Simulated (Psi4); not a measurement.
allene (C₃H₄), singlet, geometry from GFN2-xTB. Base run: Psi4 with MP2/def2-SVP.

Here is a job for Psi4.
```
memory 2 GB

molecule mol {
0 1
  C    -0.000000   -0.000000    0.000000
  C    -0.024285   -0.007976    1.293233
  C     0.024285    0.007976   -1.293233
  H    -0.022800    0.905211    1.866297
  H    -0.047072   -0.928159    1.854534
  H     0.951478   -0.000770   -1.843280
  H    -0.881606    0.023718   -1.877551
}

set basis def2-svp
set reference rhf

energy('mp2')
print_variables()
```

Each row names what was changed in the base input (with any setting that the change needs).

```csv
change,ΔE vs base (kcal/mol),MP2 correlation (Eh),basis functions
base,0.000,-0.39871,62
puream = off,-14.23,-0.41296,65
method = lccd,-28.80,-0.39896,62
method = omp2,-3.22,-0.39871,62
method = ccsd(t),-31.57,-0.39896,62
method = mp3,-17.49,-0.39871,62
method = mp4,-30.31,-0.39896,62
method = fno-ccsd(t),-31.57,-0.39896,62
freeze_core = on,5.75,-0.38954,62
method = cepa(1),-24.74,-0.39896,62
```
